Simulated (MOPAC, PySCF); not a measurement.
[Zn(F)2], neutral singlet in the gas phase. 

Cartesian coordinates (Å):
```xyz
3

Zn     0.0000     0.0000     0.0000
F      0.0953     1.2428     1.2080
F     -0.0953    -1.2428    -1.2080
```
Charge 0, multiplicity 1.

All levels are single points at this geometry (TPSS-D3(BJ)/def2-SVP); Pople sets use spherical d functions. Orbital energies aren't observables, and empty levels follow the basis.

M06-2X/6-31G* (LANL2DZ on Zn) in PySCF gives HOMO (eV) = -11.63.

**Question.** Estimate the HOMO (eV) from each of these levels: B3LYP-D3(BJ)/def2-TZVP in PySCF; TPSSh-D3(BJ)/def2-TZVP in PySCF; B3LYP/3-21G in PySCF; B3LYP/6-311+G** (LANL2DZ on Zn) in PySCF; B3LYP/LANL2DZ in PySCF; SVWN5/6-31G* (LANL2DZ on Zn) in PySCF; HF/3-21G in PySCF; HF/6-31G* (LANL2DZ on Zn) in PySCF; HF/STO-3G in PySCF; AM1 in MOPAC; PM6 in MOPAC; PM7 in MOPAC.

**Answer.** 
```csv
level,HOMO (eV)
B3LYP-D3(BJ)/def2-TZVP in PySCF,-10.29
TPSSh-D3(BJ)/def2-TZVP in PySCF,-9.43
B3LYP/3-21G in PySCF,-8.57
B3LYP/6-311+G** (LANL2DZ on Zn) in PySCF,-10.31
B3LYP/LANL2DZ in PySCF,-9.86
SVWN5/6-31G* (LANL2DZ on Zn) in PySCF,-7.85
HF/3-21G in PySCF,-14.28
HF/6-31G* (LANL2DZ on Zn) in PySCF,-15.01
HF/STO-3G in PySCF,-5.19
AM1 in MOPAC,-13.35
PM6 in MOPAC,-13.63
PM7 in MOPAC,-13.39
```
